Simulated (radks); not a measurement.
Charge is removed step by step from the 6s1/2 level of Tl+, starting from [Hg]. All-electron calculation, Dirac Kohn-Sham, PBEsol, spin-unpolarised, spherical densities, point nucleus. Program: a radial shooting solver on a logarithmic mesh with Libxc functionals.

removed (e)  E - E(0) (eV)  eigenvalue (eV)  E minus straight line (eV)
0                    0.000          -16.379                       0.000
0.1                  1.682          -17.255                      -0.403
0.2                  3.451          -18.138                      -0.719
0.3                  5.309          -19.027                      -0.945
0.4                  7.257          -19.922                      -1.083
0.5                  9.294          -20.824                      -1.130
0.6                 11.422          -21.732                      -1.088
0.7                 13.641          -22.645                      -0.954
0.8                 15.951          -23.564                      -0.728
0.9                 18.354          -24.489                      -0.410
1                   20.849          -25.419                       0.000

Removing the whole electron costs 20.849 eV by Delta-SCF, against 16.379 eV from minus the eigenvalue at the starting occupation. Slater's transition state (half an electron removed) gives 20.824 eV. Integrating minus the eigenvalue over the occupation (Janak's theorem) gives 20.849 eV. The mean slope of the eigenvalue, de/dn, is 9.04 eV per electron. Ionisation energy of Tl+ in the NIST Atomic Spectra Database: 20.428 eV (measured).

Beside tabulated values, note that spin-unpolarised runs miss the spin-polarisation part of the exchange energy of open shells.
